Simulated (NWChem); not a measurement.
CH$_{7}$Si$_{2}$ cation

```xyz
10

Si     0.1591    -1.5942    -0.0001
C     -0.8630    -0.1290    -0.0009
Si     0.2061     1.5322     0.0039
H      0.6456    -2.1920     1.2639
H      0.6524    -2.1889    -1.2629
H     -1.4807    -0.0589    -0.9129
H     -1.4849    -0.0614     0.9085
H     -0.8192     2.6044     0.0094
H      1.0406     1.5187    -1.2261
H      1.0442     1.5100     1.2313
```
Atoms are numbered in this order, from 1.

Results from NWChem. The geometry was optimised at PBE0/def2-SVP. GIAO values for the isolated, static molecule; σ is the absolute isotropic shielding, δ = σ(reference) − σ with the isolated reference molecule computed at the same levels (13C: tetramethylsilane, 1H: tetramethylsilane, 29Si: tetramethylsilane).

| level | δ Si1 (ppm) | δ C2 (ppm) | δ Si3 (ppm) | δ H4 (ppm) | δ H6 (ppm) | δ H8 (rotor mean) (ppm) |
|---|---|---|---|---|---|---|
| LDA (Slater exchange, VWN5)/pcSseg-1 | 371.3 | 43.7 | -83.3 | 8.26 | 3.85 | 4.98 |
| BHandHLYP/pcSseg-1 | 321.8 | 28.6 | -76.3 | 7.54 | 3.09 | 4.52 |
| PBE/pcSseg-1 | 334.0 | 38.6 | -77.5 | 7.96 | 3.67 | 4.82 |
